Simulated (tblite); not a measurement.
Compound: C10H6BBrF2.
Atom-mapped SMILES: `[F:1][B:2]([F:3])[c:4]1[cH:5][cH:6][c:7]2[cH:8][c:9]([Br:10])[cH:11][c:12]-2[cH:13][cH:14]1` (hydrogens: H15 on C5; H16 on C6; H17 on C8; H18 on C11; H19 on C13; H20 on C14)

Computed with GFN2-xTB (tblite), gas phase: L-BFGS steps from a force-field or distance-geometry start until the largest atomic force falls under 0.01 eV/Å.

At the end of the run (lengths in Å): B2–F3 1.319, F1–B2 1.319, B2–C4 1.564, C9–Br10 1.879, C7–C12 1.487, C9–C11 1.394, C4–C5 1.403, F1–B2–F3 113.9°, F1–B2–C4 123.1°, C5–C6–C7 128.8°, C6–C7–C12 127.5°, F1–B2–C4–C5 0°, C6–C7–C12–C11 180°.

Question: These geometries were met on the way; a selection of coordinates is given. Order them by energy above the end point, lowest first.
A. B2–F3 1.392, F1–B2 1.379, B2–C4 1.605, C9–Br10 1.891, C7–C12 1.481, C9–C11 1.401, C4–C5 1.423, F1–B2–F3 119.4°, F1–B2–C4 120.7°, C5–C6–C7 127.9°, C6–C7–C12 128.5°, F1–B2–C4–C5 0°, C6–C7–C12–C11 180°
B. B2–F3 1.288, F1–B2 1.290, B2–C4 1.621, C9–Br10 1.874, C7–C12 1.494, C9–C11 1.398, C4–C5 1.419, F1–B2–F3 120.7°, F1–B2–C4 119.7°, C5–C6–C7 128.1°, C6–C7–C12 127.9°, F1–B2–C4–C5 0°, C6–C7–C12–C11 180°
C. B2–F3 1.324, F1–B2 1.324, B2–C4 1.572, C9–Br10 1.878, C7–C12 1.486, C9–C11 1.394, C4–C5 1.410, F1–B2–F3 116.3°, F1–B2–C4 121.8°, C5–C6–C7 128.3°, C6–C7–C12 127.9°, F1–B2–C4–C5 0°, C6–C7–C12–C11 180°
D. B2–F3 1.464, F1–B2 1.445, B2–C4 1.584, C9–Br10 1.916, C7–C12 1.459, C9–C11 1.373, C4–C5 1.397, F1–B2–F3 117.5°, F1–B2–C4 121.4°, C5–C6–C7 126.8°, C6–C7–C12 129.4°, F1–B2–C4–C5 0°, C6–C7–C12–C11 180°
E. B2–F3 1.326, F1–B2 1.324, B2–C4 1.591, C9–Br10 1.879, C7–C12 1.488, C9–C11 1.395, C4–C5 1.413, F1–B2–F3 118.2°, F1–B2–C4 121.0°, C5–C6–C7 128.1°, C6–C7–C12 128.0°, F1–B2–C4–C5 0°, C6–C7–C12–C11 180°

Answer: C (0.025 eV), E (0.049 eV), B (0.127 eV), A (0.277 eV), D (0.717 eV).

```tsv
step	E above end (eV)	rms distance from the end, all atoms (Å)	largest force (eV/Å)	rms shift of all bonds from the end (Å)
4	0.025	0.017	0.358	0.004
3	0.049	0.022	0.738	0.007
2	0.127	0.024	2.884	0.016
1	0.277	0.038	2.526	0.024
0	0.717	0.052	3.727	0.044
```

Rows stand in the order of the answer.
